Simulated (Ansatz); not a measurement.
One change: `[NH]=[V]([Cl])([Cl])[Cl]` becomes `[NH]=[Nb]([Cl])([Cl])[Cl]`.

Ansatz, PBE0-D4/def2-TZVP geometries, multiplicity 1. Each molecule was computed in one conformer, which needn't be the lowest.

Elements past krypton have def2 core potentials. Scalar relativity is left out up to krypton.

```
                                        property  `[NH]=[V]([Cl])([Cl])[Cl]`
             HOMO–LUMO gap (PBE/def2-TZVPP) / eV                        2.94
           HOMO energy (ωB97M-V/def2-TZVPP) / eV                      -11.10
           LUMO energy (ωB97M-V/def2-TZVPP) / eV                       -1.62
             LUMO energy (B3LYP/def2-TZVPP) / eV                       -3.98
size of the dipole moment (B3LYP/def2-TZVPP) / D                        2.26
  size of the dipole moment (PBE/def2-TZVPP) / D                        2.06
```

Task: Give the same properties after the change, and the shifts. (Best estimate.)

Result: The calculation gave: 
```csv
property,`[NH]=[Nb]([Cl])([Cl])[Cl]`,shift
HOMO–LUMO gap (PBE/def2-TZVPP) / eV,3.91,0.97
HOMO energy (ωB97M-V/def2-TZVPP) / eV,-11.03,0.07
LUMO energy (ωB97M-V/def2-TZVPP) / eV,-0.72,0.90
LUMO energy (B3LYP/def2-TZVPP) / eV,-2.98,1.00
size of the dipole moment (B3LYP/def2-TZVPP) / D,1.50,-0.76
size of the dipole moment (PBE/def2-TZVPP) / D,1.46,-0.60
```

With PBE0 the HOMO rises by 0.09 eV and the LUMO rises by 0.98 eV, so the gap widens by about 0.89 eV. PBE moves the HOMO by 0.07 eV and ωB97M-V by 0.07 eV. Dipoles are sizes alone; their direction can turn.

B3LYP here is the variant with VWN-RPA as its local correlation; programs differ in this.
